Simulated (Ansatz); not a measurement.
Basis-set extrapolation for C₅H₁₂O₂Si₂, SMILES `CO[SiH2]C#C[SiH](C)OC` (PBE0-D4/def2-TZVP geometry, frozen core, the Gaussian-basis code of Ansatz). Multiplicity 1, RHF reference.

```csv
,def2-TZVPP,def2-QZVPP
HF,-924.142790,-924.177442
MP2 correlation,-1.529197,-1.638057
CCSD(T) correlation,-1.666058,not run
```

Energies in hartree. Use E(X) = E(∞) + A·exp(−7.88·√X) for Hartree–Fock and E(X) = E(∞) + B·X^(−2.97) for correlation, with X = 3 and 4, and add CCSD(T) minus MP2 of the smaller set to the MP2 limit.

Question: What is the CCSD(T) energy at the basis-set limit?

Answer: HF limit: -924.177442 + (-0.034652) × 0.13774 = -924.18221. MP2 limit: -1.638057 + (-0.108860) × 0.74074 = -1.71869. Higher-order term: -1.666058 − (-1.529197) = -0.13686. Total: -926.03776 hartree, 601.0 kJ/mol below CCSD(T)/def2-TZVPP.
